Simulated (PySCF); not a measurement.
Species: C2H8BNS.
Structure used (PBE0-D3(BJ)/def2-SVP), in Å, numbered top down from 1:
```xyz
13
C2H8BNS angstrom
C     -2.6126   -0.1437   -0.1057
N     -1.2734   -0.5988   -0.3761
B     -0.0938   -0.0077    0.0792
S      1.5162   -0.7046   -0.3773
C      2.6660    0.3896    0.5038
H     -2.5729    0.7424    0.5421
H     -3.1504    0.1384   -1.0277
H     -3.2147   -0.9111    0.4109
H     -1.2234   -1.4286   -0.9573
H     -0.1456    0.9782    0.7794
H      2.4965    1.4406    0.2345
H      3.6822    0.1052    0.2002
H      2.5746    0.2681    1.5916
```

The closed-shell ground state was solved at several levels (PySCF, density fitting, gas phase, non-relativistic).

```
              level  basis functions  HOMO (eV)  LUMO (eV)  gap (eV)  dipole (D)
CAM-B3LYP/def2-SVPD              171      -7.77       1.10      8.87        1.30
  mPW1PW91/pcSseg-2              299      -6.49       0.33      6.82        1.26
```

Task: Estimate the row for PBE0/pcSseg-1, a basis of 132 functions; the other rows only guide the guess.

Result: HOMO -6.44 eV, LUMO 0.58 eV, gap 7.02 eV, dipole 1.48 D.

Task: Over all these levels, which gives the widest orbital gap and which the narrowest?

Result: CAM-B3LYP/def2-SVPD (range-separated hybrid) has the widest, 8.87 eV, and mPW1PW91/pcSseg-2 (global hybrid, 25 % exact exchange) the narrowest, 6.82 eV. Functional and basis both differ between the two, so the spread mixes both effects.

Task: How far do the dipole and the HOMO energy spread over the levels?

Result: The dipole runs from 1.26 to 1.48 D (mean 1.35 D) and the HOMO from -7.77 to -6.44 eV.

One conformer stands for the species.
